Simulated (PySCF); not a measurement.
## RbBe⁺ at RHF-CCSD(T)

Level: RHF-CCSD(T). basis Rb x2c-SVPall, Be x2c-SVPall; spin-free X2C with a Gaussian nucleus; PySCF 2.14.

| Property | Result |
| --- | --- |
| state | ¹Σ⁺ (singlet), closed shell |
| bond length | 0.3925 nm |
| harmonic wavenumber | 90.0 cm⁻¹ |
| force constant | 0.0389 mdyn/Å |
| rotational constant Be | 0.1343 cm⁻¹ |
| anharmonicity ωexe | 1.93 cm⁻¹ |
| vibration–rotation constant αe | 0.00329 cm⁻¹ |
| well depth De to Rb⁺ + Be | 13 kJ/mol |
| dissociation energy D0 | 12 kJ/mol |

Correlated steps freeze 9 core orbitals. The bond is weak. Basis-set superposition, not corrected here, can be much of De in a small basis, most of all at correlated wavefunction levels. For an ion De counts to the pair picked by the measured ionisation energies or electron affinities, which need not be the lowest pair at this level.
